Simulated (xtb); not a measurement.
SnF4, SMILES [F][Sn]([F])([F])[F]. All values are semi-empirical tight-binding results from xtb (GFN2-xTB unless named), good for trends rather than for accurate numbers. The structure is a stationary point at GFN2-xTB. The isomer is the one that the SMILES or the coordinates give; other isomers of the formula were not compared.

Optimised geometry:

```xyz
5

F      1.1052    -1.1052     1.1052
Sn     0.0000     0.0000     0.0000
F     -1.1052    -1.1052    -1.1052
F     -1.1052     1.1052     1.1052
F      1.1052     1.1052    -1.1052
```
Charge 0, spin multiplicity 1.

For metal compounds this method's bond lengths and energies can be far off.

* **point group as xtb finds it**: Td
* **orbital gap**: 3.99 eV
* **zero-point energy**: 2.9 kcal/mol
* **G − E(el) at 298.15 K (modified RRHO)**: -17.3 kcal/mol

Task: Give the atomic charges and the Wiberg bond orders between heavy atoms. (An estimate is asked for; the answer gives what the named calculation found.)

Result: charges (e) F1 -0.17, Sn2 0.67, F3 -0.17, F4 -0.17, F5 -0.17. Bond orders F1–Sn2 0.80, Sn2–F3 0.80, Sn2–F4 0.80, Sn2–F5 0.80.
